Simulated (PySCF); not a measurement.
Ge(I)2, SMILES [Ge]([I])[I], singlet, CAM-B3LYP/def2-SVP optimised geometry. Atoms within 1.6 Å of the plane z = 0.0 Å (x, y, z in Å): Ge1 (-0.99, -1.25, 0.00), I2 (-1.57, 1.25, 0.00), I3 (1.57, -1.25, 0.00).

Computed with CAM-B3LYP/def2-TZVP, def2 effective core potentials past Kr (PySCF). The core electrons that the potentials of I replace are not part of the density. Cells within 0.4 Å of a nucleus heavier than hydrogen are left out (blank, or x).

Map of the log10 of the electron density (e/bohr³), floored at −4 on the plane z = 0.0 Å:

```
|0000000000000000000000000000000|
|0000001111111100000000000000000|
|0000111222222111000000000000000|
|0001122333333221100000000000000|
|0012233444443332110000000000000|
|0122344455554433211000000000000|
|1223445566655543321000000000000|
|1233455667666544321100000000000|
|1234556778876654332100000000000|
|233456689x987654432111000000000|
|23345678xxx97654432211111100000|
|23345678xxx97654432222222110000|
|2334566799987654433333332221000|
|2234556677776654433444443322100|
|1234455666666554444455544332210|
|1223445566666554445555555433210|
|1123344556666555556666665543221|
|0122334556677655566777766544321|
|0112334566899766667899976654321|
|0012334567xxx8666679xxx87654321|
|0012334567xxx9766679xxx87654321|
|00123345678x986666789x986654321|
|0012234566777665566788776554321|
|0011234456666655556667666543221|
|0001233445555544455566655443211|
|0001223344444444444555554432210|
|0000122333443333334444443322100|
|0000112223333222233333333221100|
|0000001122222211222222222211000|
|0000000111111111111222211100000|
|0000000000000000001111110000000|
```
Scale: ten equal steps from -4.00 (start of '0') to 0.504 (end of '9'), in the order '0123456789'; x runs from -4.00 to 4.00, y from -4.00 (bottom) to 4.00 (top).
